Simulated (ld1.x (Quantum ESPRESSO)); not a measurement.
N (Z = 7), RRKJ: configuration errors across variants

```
Element                 : nitrogen (N)
Generator               : ld1.x (Quantum ESPRESSO) 7.5
Type                    : norm-conserving RRKJ (Kleinman–Bylander form)
Functional              : PBE
Relativity              : scalar-relativistic
Frozen core             : [He]
Valence charge          : 5
Reference configuration : 2s2 2p3
Partial waves           : 2p (bound): rc 2.50 bohr; 2s (bound): rc 0.90 bohr
Local potential         : the s channel
Core correction         : a·sin(br)/r model core, default radius (core density twice the valence density)
```

All-electron excitation energies from the reference (eV): (1) 2s2 2p2 13.591; (2) 2s2 2p1 42.445; (3) 2s2 2p0 89.528; (4) 2s1 2p4 11.508; (5) 2s0 2p5 23.041; (6) 2s1 2p3 25.372; (7) 2s2 2p2.5 5.093.

The default core radius of the base comes out at 0.41 bohr.

Errors AE − PS in meV (a dash: test not solved or not reliable):

```csv
change,(1),(2),(3),(4),(5),(6),(7),bound ghosts
base,+150,+1207,+4440,-52,-207,-236,+23,none
core correction none,+150,+1206,+4430,-42,-172,-227,+23,none
core correction a·sin(br)/r model core inside 0.36 bohr,+150,+1207,+4439,-52,-208,-236,+23,none
core correction a·sin(br)/r model core inside 0.44 bohr,+150,+1208,+4441,-52,-205,-235,+23,none
core correction a·sin(br)/r model core inside 0.52 bohr,+151,+1210,+4451,-51,-200,-233,+23,none
core correction a·sin(br)/r model core inside 0.64 bohr,+150,+1203,+4423,-50,-199,-235,+23,none
core correction a·sin(br)/r model core inside 0.70 bohr,+150,+1203,+4421,-49,-192,-234,+23,none
core correction a·sin(br)/r model core inside 0.82 bohr,+151,+1206,+4430,-44,-171,-230,+23,none
core correction a·sin(br)/r model core inside 1.00 bohr,+150,+1206,+4430,-42,-170,-227,+23,none
core correction a·sin(br)/r model core inside 1.10 bohr,+150,+1206,+4430,-42,-171,-227,+23,none
```

Problem. Give the same row for: core correction a·sin(br)/r model core inside 0.90 bohr.

Solution. +151, +1206, +4431, -43, -169, -228, +23; bound ghosts: none.
